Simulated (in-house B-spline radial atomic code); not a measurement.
Configurations of the phosphorus ion P⁺, with energies counted from [Ne] 3s2 3p2. Method: scalar-relativistic (X2C) BLYP, spin-polarised, spherical fractional occupations, Fermi nucleus of rms radius 3.1889 fm. Calculated with an all-electron radial atomic-structure program (B-spline basis). Shells without spins written out take the highest spin.

Occupations are held fixed; configurations that lie above the ionisation limit could autoionise.

```csv
configuration,E - E(ref) (eV),highest orbital,its <r> (bohr)
"[Ne] 3s2 3p(0 up, 1 down) 4d(0 up, 1 down)",15.017,4d down,7.671
[Ne] 3s1 3p2 4s1,17.728,4s up,4.592
"[Ne] 3s(1 up, 0 down) 3p(1 up, 1 down) 4s(1 up, 0 down)",20.049,4s up,4.597
"[Ne] 3s(0 up, 1 down) 3p(2 up, 0 down) 4p(1 up, 0 down)",22.22,4p up,5.448
[He] 2s2 2p5 3s2 3p3,128.35,3p up,1.906
[He] 2s2 2p5 3s2 3p2 4s1,141.54,4s up,4.415
[He] 2s2 2p5 3s2 3p2 4d1,146.29,4d up,7.172
```

Order these further configurations by energy, lowest first.
A. [Ne] 3s2 3p1 4p1
B. [Ne] 3s2 3p1 4s1
C. [He] 2s2 2p5 3s2 3p2 4f1
D. [Ne] 3s1 3p2 3d1
E. [Ne] 3s1 3p3

E (6.2544 eV), B (10.53 eV), A (12.572 eV), D (17.663 eV), C (147.66 eV).

How far above the reference does [He] 2s2 2p(2 up, 3 down) 3s2 3p(1 up, 1 down) 4d(1 up, 0 down) lie?

147.75 eV; its least bound orbital is 4d up with <r> = 7.246 bohr.

How far above the reference does [Ne] 3s2 3p(1 up, 1 down) lie?

0.92324 eV; its least bound orbital is 3p up with <r> = 2.143 bohr.

How far above the reference does [Ne] 3s1 3p2 4p1 lie?

19.789 eV; its least bound orbital is 4p up with <r> = 5.444 bohr.
